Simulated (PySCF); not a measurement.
A structure optimised at PBE-D3(BJ)/def2-SVP, used in a PySCF frequency run:

```
Bi
F 1 2.0427
F 1 2.0427 2 96.55
F 1 2.0427 2 96.55 3 -97.39
```

### Question
Write its SMILES, formula and point group.

### Answer
[F][Bi]([F])[F], BiF3, C3v

### Question
What are its rotational constants (standard atomic weights)?

### Answer
3.7053, 3.7053, 2.8614 GHz
